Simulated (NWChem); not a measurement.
System: C2H5AlO2; SMILES C=[CH][Al]([OH])[OH]

The following NWChem deck was run.

```
start job
memory heap 200 mb stack 900 mb global 1100 mb
geometry units angstroms noautoz
  Al    -0.083993    -0.394431     0.000000
  C     -0.813913     1.391588     0.000000
  C     -0.017657     2.471911     0.000000
  H     -1.898212     1.568552     0.000000
  H     -0.411999     3.496726     0.000000
  H      1.075656     2.384525     0.000000
  O      1.612367    -0.526644     0.000000
  H      2.161851    -1.309295     0.000000
  O     -1.142741    -1.725348     0.000000
  H     -0.940770    -2.660323     0.000000
end
basis spherical
  * library 6-31g*
end
dft
  xc hfexch
  iterations 150
  mulliken
end
task dft energy
```

The geometry was optimised at PBE0/def2-SVP.

**Question.** Predict the main results of this run. (Hartree-Fock/6-31G* (spherical d).) Quantities: basis functions; energy (Ha); highest occupied level (eV); orbital gap (eV); dipole (D).

**Answer.** The number of basis functions is 84 and the energy (Ha) is -470.35. The highest occupied level (eV) is -9.93 and the orbital gap (eV) is 12.85. The dipole (D) is 2.04.
